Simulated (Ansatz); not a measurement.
Si10H16 nanodot `[SiH2]1[SiH]2[SiH2][SiH]3[SiH2][SiH]1[SiH2][SiH]([SiH2]2)[SiH2]3` (charge 0, multiplicity 1)

Level of theory: PBE0-D3(BJ)/def2-SVP // PBE-D3(BJ)/def2-SVP (Ansatz, a quantum-chemistry and plane-wave program).

```yaml
HOMO: -7.86 eV
dipole_moment: 0.00 D
LUMO: -1.16 eV
HOMO–LUMO gap: 6.70 eV
vertical ionisation energy (Delta-SCF): 9.14 eV
total_energy: -2902.5568 Ha
cost: around 13 core-minutes (rough)
```

```xyz
26

Si    -2.7180    -0.0009     0.0014
Si    -1.3621    -1.3614    -1.3624
Si    -0.0007    -2.7182    -0.0003
Si     1.3621    -1.3627     1.3618
Si     0.0017     0.0007     2.7183
Si    -1.3616     1.3619     1.3625
Si    -0.0011     2.7182    -0.0010
Si     1.3626     1.3622    -1.3615
Si     0.0000     0.0011    -2.7181
Si     2.7184    -0.0009    -0.0002
H     -3.6049     0.8630    -0.8614
H     -3.6008    -0.8667     0.8665
H     -2.2354    -2.2342    -2.2358
H      0.8634    -3.6037    -0.8643
H     -0.8658    -3.6024     0.8641
H      2.2351    -2.2364     2.2348
H      0.8676     0.8657     3.6010
H     -0.8618    -0.8625     3.6052
H     -2.2347     2.2350     2.2360
H      0.8614     3.6062     0.8620
H     -0.8670     3.5998    -0.8672
H      2.2359     2.2355    -2.2345
H      0.8636    -0.8631    -3.6039
H     -0.8646     0.8664    -3.6019
H      3.6041     0.8626     0.8643
H      3.6025    -0.8652    -0.8654
```
Charge 0, spin multiplicity 1.
